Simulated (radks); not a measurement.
Coulomb parameter of the 4f shell of the thulium ion Tm3+ in the model configuration [Xe] 4f11 6s1, as a second difference U = [E(n + 1) + E(n - 1) - 2 E(n)] / (1)^2 with all orbitals relaxed. "Bare": the charge of the atom changes with n. "Screened": the 6s shell takes up the change at fixed total charge, which measures U(4f,4f) + U(6s,6s) - 2 U(4f,6s). All-electron calculation, scalar-relativistic Kohn-Sham, r2SCAN, spin-unpolarised, spherical densities, finite nucleus; meta-GGA in the generalised Kohn-Sham scheme; Fermi nuclear charge, rms radius 5.2256 fm. Program: a radial shooting solver on a logarithmic mesh with Libxc functionals.

| case | configuration | E - E(n) (eV) |
|---|---|---|
| start | [Xe] 4f11 6s1 | 0.000 |
| bare +1 | [Xe] 4f12 6s1 | -36.543 |
| bare -1 | [Xe] 4f10 6s1 | 57.804 |
| screened +1 | [Xe] 4f12 | -16.671 |
| screened -1 | [Xe] 4f10 6s2 | 25.289 |

U(bare) = 21.261 eV, U(screened by 6s) = 8.618 eV, against the Slater integral F0(4f,4f) = 35.397 eV with frozen orbitals.
